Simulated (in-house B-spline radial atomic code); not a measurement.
# BHandHLYP excitations of Be2+

Method: BHandHLYP. Computed with a B-spline radial code for spherical atoms: linear response of the closed shell 1s2 with the functional's adiabatic kernel; scalar-relativistic (spin-free one-electron X2C), finite nucleus, no spin-orbit coupling, no double excitations, S, P, D and F terms only.

Command:
```bash
python run_td.py task.json out
```
Settings (radii: box in bohr, nucleus in fm):
```
Z                        4
electrons                2
configuration            1s2
hamiltonian              x2c
method                   bhandhlyp
box_radius               29.48
rms_radius               2.519
intervals                75
```

Time taken, with all properties: 0.1 s on 1 thread of Intel(R) Xeon(R) 6975P-C (Granite Rapids) (shared host).

The lowest states, in the order of their Tamm-Dancoff energies; the method's threshold (minus the highest occupied level) is 143.99 eV. Labels give the largest channel, * marks a mixed state, and oscillator strengths are full-response dipole values. Semilocal kernels can invert the small singlet-triplet splittings of Rydberg terms. Energies in eV:

| state | full response | Tamm-Dancoff | oscillator strength |
| --- | --- | --- | --- |
| 1s → 2s 3S | 113.58 | 113.64 | - |
| 1s → 2p 3P | 117.12 | 117.16 | - |
| 1s → 2s 1S | 117.48 | 117.55 | - |
| 1s → 2p 1P | ? | ? | ? |
| 1s → 3s 3S | 132.40 | 132.41 | - |
| 1s → 3s 1S | 133.26 | 133.28 | - |
| 1s → 3p 3P | 133.37 | 133.38 | - |
| 1s → 3p 1P | 133.95 | 133.96 | 0.102 |
| 1s → 3d 3D | ? | ? | - |
| 1s → 3d 1D | 134.04 | 134.04 | - |

Question: Where does 1s → 3d 3D lie?

Answer: At 133.97 eV in full response, 133.98 eV in Tamm-Dancoff.

Question: Where does 1s → 2p 1P lie?

Answer: At 119.74 eV in full response, 119.76 eV in Tamm-Dancoff, oscillator strength 0.479.

Question: How large is the singlet-triplet splitting of 1s → 2s (S terms) in Tamm-Dancoff?

Answer: 3.92 eV, from the unrounded values.

Question: What polarisabilities and dispersion coefficient does the method give?

Answer: Dipole 0.05332 bohr³, quadrupole 0.01628 bohr⁵, C6 0.01149 hartree·bohr⁶ for two such species.
